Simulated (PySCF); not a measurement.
## Electron correlation in Mo⁺ (molybdenum, charge +1)

[Kr] 4d5, high-spin 6S determinant. All numbers are calculated (PySCF 2.14, scalar relativity through the core potential, in aug-cc-pwCVDZ-PP with ECP28MDF). Frozen: 4s2 4p6; 5 electrons correlated.

```
  level  correlation energy (mhartree)
   CCSD                         -65.04
    (T)                          -0.81
CCSD(T)                         -65.85
```

Diagnostics: T1 = 0.0023, D1 = 0.0033, largest double amplitude 0.019.

Cost of the coupled-cluster step: roughly 3 core-seconds, for 5 correlated electrons.

Iterations:

```
CC2 = 0
CCSD nocc = (np.int64(5), np.int64(0)), nmo = (66, 66)
frozen orbitals [[0, 1, 2, 3], [0, 1, 2, 3]]
max_cycle = 100
direct = 0
conv_tol = 1e-08
conv_tol_normt = 1e-06
diis_space = 8
diis_start_cycle = 0
Init t2, MP2 energy = -0.0574044803418402
Init E_corr(UCCSD) = -0.0574044803501891
cycle = 1  E_corr(UCCSD) = -0.0640097954993949  dE = -0.00660531515  norm(t1,t2) = 0.0195381
cycle = 2  E_corr(UCCSD) = -0.0648469755230329  dE = -0.000837180024  norm(t1,t2) = 0.00481739
cycle = 3  E_corr(UCCSD) = -0.065058562671158  dE = -0.000211587148  norm(t1,t2) = 0.00186387
cycle = 4  E_corr(UCCSD) = -0.0650348177805894  dE = 2.37448906e-05  norm(t1,t2) = 0.000253167
cycle = 5  E_corr(UCCSD) = -0.0650353798816763  dE = -5.62101087e-07  norm(t1,t2) = 3.03771e-05
cycle = 6  E_corr(UCCSD) = -0.0650354430833314  dE = -6.32016551e-08  norm(t1,t2) = 2.76243e-06
cycle = 7  E_corr(UCCSD) = -0.0650354506268679  dE = -7.54353649e-09  norm(t1,t2) = 4.42449e-07
UCCSD converged
E(UCCSD) = -67.17987319411348  E_corr = -0.06503545062686786
UCCSD(T) correction = -0.000808941610884175
```
